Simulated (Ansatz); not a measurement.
Task: Name a neutral molecule of Cl, N, Sc and H with size of the dipole moment (B3LYP/def2-TZVPP) between 2.55 and 2.85 D and HOMO–LUMO gap (ωB97M-V/def2-TZVPP) between 9.60 and 9.90 eV (Ansatz, PBE0-D4/def2-TZVP geometry).

Result: `[NH2][Sc]([Cl])[Cl]` (2.75 D, 9.75 eV). Other molecules can fit too; these were computed, each in one conformer that needn't be the lowest.

B3LYP here is the variant with VWN-RPA as its local correlation; programs differ in this.
